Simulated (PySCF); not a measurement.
C2H4N2OSi. Atoms are numbered in the order given.

```xyz
10

N     -0.4037     3.3260     0.0000
C     -0.2295     2.1593     0.0000
N     -0.1586     0.8301     0.0000
C      0.9637     0.1859     0.0000
O      0.9826    -1.1341     0.0000
Si    -0.5442    -1.9989     0.0000
H      1.9704     0.6541     0.0000
H     -1.3025    -1.6703    -1.2463
H     -1.3025    -1.6703     1.2463
H     -0.0777    -3.4191     0.0000
```
Charge 0, spin multiplicity 1.

Coordinates come from a PBE-D3(BJ)/def2-SVP optimisation. The structure was generated by enumeration; whether it is a known compound was not checked. One conformer was computed; it need not be the lowest.

Calculation: PBE/def2-TZVP (PySCF).

Atomic charges (e):

```csv
atom,Löwdin,IAO
N1,0.03,-0.29
C2,-0.32,0.20
N3,0.14,-0.30
C4,-0.32,0.25
O5,0.17,-0.49
Si6,0.24,0.76
H7,0.14,0.16
H8,-0.02,-0.10
H9,-0.02,-0.10
H10,-0.03,-0.10
```

Problem. Give the Mayer and Wiberg (Löwdin basis) orders of the bonds. (Estimate from the structure and the level; the computed values follow.)

Solution. 
```tsv
bond	Mayer	Wiberg
N1–C2	3.01	3.23
C2–N3	1.25	1.66
N3–C4	1.59	2.01
C4–O5	1.28	1.85
O5–Si6	0.94	1.25
C4–H7	0.93	0.86
Si6–H8	0.94	0.96
Si6–H9	0.94	0.96
Si6–H10	0.94	0.97
```
